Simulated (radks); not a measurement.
Task: The mean radii <r> (bohr) of the occupied orbitals of an atom or ion are listed with their occupations. Calculated with a radial shooting solver on a logarithmic mesh with Libxc functionals: scalar-relativistic Kohn-Sham, r2SCAN, spin-unpolarised, spherical densities, finite nucleus; meta-GGA in the generalised Kohn-Sham scheme; Fermi nuclear charge, rms radius of each element as measured or else 0.836 A^(1/3) + 0.57 fm.

| orbital | occ. | <r> |
|---|---|---|
| 1s | 2 | 0.03610 |
| 2s | 2 | 0.1579 |
| 2p | 6 | 0.1377 |
| 3s | 2 | 0.4416 |
| 3p | 6 | 0.4444 |
| 3d | 10 | 0.4314 |
| 4s | 2 | 1.108 |
| 4p | 5 | 1.198 |

Name the element and its charge.

Result: Z = 41, niobium, charge +6: Nb6+ in [Ar] 3d10 4s2 4p5. The 1s radius gives Z: for a bare nucleus <r> = (2 gamma + 1)/(2Z) with gamma = sqrt(1 - (Z/c)^2), 0.03547 bohr for Z = 41, and screening makes it slightly larger (0.03610 here). The occupations add up to 35, and the charge is Z minus that.
